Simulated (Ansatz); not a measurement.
GeF2ClBr, SMILES [F][Ge]([F])([Br])[Cl].

Coordinates come from a PBE0-D3(BJ)/def2-SVP optimisation. This is a generated structure with no PubChem entry under its InChIKey; it may be hypothetical.

Two levels are set side by side: PBE/def2-SVPD (Ansatz, a program for electronic structure) and PBE0/def2-SVPD (Ansatz). Energy differences of separate SCF runs at the same geometry; the states with an electron removed or added have multiplicity 2 and 2. Differences are taken from unrounded values.

| quantity | PBE0 |
|---|---|
| vertical ionisation energy (eV) | 11.92 |
| vertical electron affinity (eV) | 0.64 |
| vertical singlet–triplet gap (eV) | 5.51 |

**Question.** What does PBE give, and how far is it from PBE0? (An estimate is asked for; the answer gives what the named calculation found.)

**Answer.** 
| quantity | PBE | PBE minus PBE0 |
|---|---|---|
| vertical ionisation energy (eV) | 11.45 | -0.46 |
| vertical electron affinity (eV) | 0.78 | 0.15 |
| vertical singlet–triplet gap (eV) | 5.05 | -0.45 |
